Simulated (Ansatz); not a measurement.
System: GaO3, net charge 0, doublet state. It need not be the lowest isomer of its formula. 
Geometry from a B3LYP-D3(BJ)/def2-TZVP (Ansatz, a program for electronic structure) optimisation:
SMILES: [Ga]1([O])[O][O]1
```xyz
4

Ga    -0.0008    -0.2875     0.0009
O     -0.0055    -1.9491     0.0061
O      0.6881     1.5296    -0.0363
O     -0.6795     1.5336     0.0268
```
Charge 0, spin multiplicity 2.

Parts of the frozen-core correlation energy in cc-pVDZ (Ansatz, hartree). Frozen orbitals: 17; correlated occupied orbitals by spin: 11 and 10; virtual: 41 and 42. Open shells are spin-unrestricted. No spin-orbit coupling. Non-relativistic.

| term | value |
|---|---|
| reference (HF) | -2147.62380 |
| MP2 opposite-spin | -0.45680 |
| MP2 same-spin | -0.17829 |
| CCSD correlation | -0.62972 |
| (T) | -0.02498 |
| T1 diagnostic | 0.030 |
| largest doubles amplitude | 0.084 |
| <S^2> of the reference | 0.789 |
